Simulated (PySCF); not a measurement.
SMILES [Cl][CdH], PBE0/def2-SVP optimised geometry.

```
3

Cd     0.32     0.00     0.00
H      1.97     0.00     0.00
Cl    -1.97     0.00     0.00
```

Density from PBE0/def2-TZVP, def2 effective core potentials past Kr run with PySCF at that geometry. The core electrons that the potentials of Cd replace are not part of the density.

Minimum of the electron density along straight lines between bonded atoms, close to the bond critical point (lines longer than 1.1 times the sum of covalent radii, or with two minima, are not listed):

| bond | length / Å | ρ at the minimum / e bohr⁻³ | ∇²ρ there / e bohr⁻⁵ | position (fraction from the first atom) |
|---|---|---|---|---|
| Cd1–H2 | 1.652 | 0.117 | 0.12 | 0.66 |
| Cd1–Cl3 | 2.293 | (withheld) | (withheld) | 0.48 |

Fill in the missing entries.


- Cd1–Cl3, ρ at the minimum / e bohr⁻³: 0.088
- Cd1–Cl3, ∇²ρ there / e bohr⁻⁵: 0.27
